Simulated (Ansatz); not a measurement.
Br$_{3}$Ga, SMILES `[Br][Ga]([Br])[Br]` with one electron removed (charge 1, multiplicity 2), frozen-core CCSD(T)/cc-pVTZ // PBE0-D3(BJ)/def2-TZVP run with Ansatz (a quantum-chemistry and plane-wave program). The calculation was stopped at its time limit.

Ansatz 0.2 input:
```yaml
crystal:
  periodic: [false, false, false]
  atoms:
    - { symbol: Br, position_ang: [2.155349, -0.682331, 0.035544] }
    - { symbol: Ga, position_ang: [0.000053, -0.000037, -0.000003] }
    - { symbol: Br, position_ang: [-1.667871, -1.525225, -0.061684] }
    - { symbol: Br, position_ang: [-0.487532, 2.207595, 0.026143] }
basis:
  gaussian: { orbitals: cc-pVTZ }
correlation:
  method: ccsd_t
total_charge: 1
magnetization:
  spin_polarized: true
  initial_magnetization: 1
```

The last lines of the output:

```
determinant -262331.05816746 eV, -9640.4885732765 hartree, with singles and doubles -262352.96091359 eV, -9641.2934843504 hartree
determinant -262331.05806260 eV, -9640.4885694229 hartree, with singles and doubles -262352.96080616 eV, -9641.2934804025 hartree
determinant -262330.83401853 eV, -9640.4803359553 hartree, with singles and doubles -262352.71894085 eV, -9641.2845920163 hartree
determinant -262330.83395534 eV, -9640.4803336331 hartree, with singles and doubles -262352.71888674 eV, -9641.2845900278 hartree
determinant -262330.64070401 eV, -9640.4732317778 hartree, with singles and doubles -262352.93060483 eV, -9641.2923705242 hartree
determinant -262330.64051679 eV, -9640.4732248975 hartree, with singles and doubles -262352.93045037 eV, -9641.2923648480 hartree
determinant -262330.64042166 eV, -9640.4732214015 hartree, with singles and doubles -262352.93037045 eV, -9641.2923619108 hartree
determinant -262330.34192054 eV, -9640.4622516877 hartree, with singles and doubles -262352.70200522 eV, -9641.2839696435 hartree
determinant -262330.34182002 eV, -9640.4622479937 hartree, with singles and doubles -262352.70192901 eV, -9641.2839668427 hartree
determinant -262330.34175289 eV, -9640.4622455268 hartree, with singles and doubles -262352.70186763 eV, -9641.2839645871 hartree
determinant -262330.33213974 eV, -9640.4618922500 hartree, with singles and doubles -262352.93040276 eV, -9641.2923630984 hartree
determinant -262330.09596956 eV, -9640.4532131558 hartree, with singles and doubles -262352.63018077 eV, -9641.2813301435 hartree
determinant -262330.09591118 eV, -9640.4532110104 hartree, with singles and doubles -262352.63010928 eV, -9641.2813275162 hartree
determinant -262330.05715900 eV, -9640.4517868941 hartree, with singles and doubles -262352.60986927 eV, -9641.2805837098 hartree
determinant -262329.10376505 eV, -9640.4167503126 hartree, with singles and doubles -262351.79284251 eV, -9641.2505585300 hartree
determinant -262331.05828453 eV, -9640.4885775788 hartree, with singles and doubles -262352.99660974 eV, -9641.2947961599 hartree
determinant -262331.05816746 eV, -9640.4885732765 hartree, with singles and doubles -262352.99651817 eV, -9641.2947927947 hartree
determinant -262331.05806260 eV, -9640.4885694229 hartree, with singles and doubles -262352.99641287 eV, -9641.2947889249 hartree
determinant -262330.83401853 eV, -9640.4803359553 hartree, with singles and doubles -262352.75257696 eV, -9641.2858281207 hartree
```
